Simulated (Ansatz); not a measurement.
Input file for Ansatz (a first-principles code): U-wB97M-V/def2-TZVPP on H2O2Zr (SMILES [OH][Zr][OH]), 2S+1 = 3, a spin state set in the input, which need not be the lowest. Elements past Kr take the def2 small-core potentials; no spin–orbit coupling.

Ansatz 0.2 input:
```yaml
crystal:
  periodic: [false, false, false]
  atoms:
    - {symbol: Zr, position_ang: [0.00225596, -0.52435273, -0.09785544]}
    - {symbol: O, position_ang: [1.35377993, 0.15946866, -1.32990531]}
    - {symbol: H, position_ang: [1.94398207, 0.71798707, -1.83235304]}
    - {symbol: O, position_ang: [-1.37071632, -0.33233227, 1.27699315]}
    - {symbol: H, position_ang: [-1.98317279, 0.00887582, 1.92600642]}
basis:
  gaussian:
    orbitals: def2-TZVPP
hamiltonian:
  xc: {name: wB97M-V}
magnetization: {spin_polarized: true, initial_magnetization: 2}
```

Program output:

```
WARN ansatz: RAYON_NUM_THREADS=1 ignored (pool sized by the plan → 1); use --threads N
Functional definition: wB97M-V
integrals: 0.07 GiB planned
750 factors; their error is unknown
integrals: 0.10 GiB planned
184 factors; integrals over basis functions are off by at most 6.8e-5 eV
mean field: 0.88 GiB planned
mean field evaluation 1: about -5397.1536 eV, gradient 5.3e1 eV
mean field evaluation 2: about -5387.5549 eV, gradient 7.6e1 eV
mean field evaluation 4: about -5406.7976 eV, gradient 1.5e0 eV
mean field evaluation 8: about -5406.8255 eV, gradient 5.4e-2 eV
mean field evaluation 16: about -5406.8438 eV, gradient 3.1e-3 eV
mean field evaluation 32: about -5406.8471 eV, gradient 1.8e-2 eV
mean field -5406.84711715 eV, -198.6979666627 hartree, gradient 7.2e-6 eV, S^2 2.001971; 4 other end points of the search recorded, 0 dependent functions left out
reference -5406.84717859 eV, -198.6979689207 hartree; 16, 14 occupied and 130, 132 virtual orbitals, 750 factors
Total energy: -5406.84717859 eV, -198.6979689207 hartree
```

The calculation finished and met its thresholds.

Cost: around 60 core-seconds (rough).
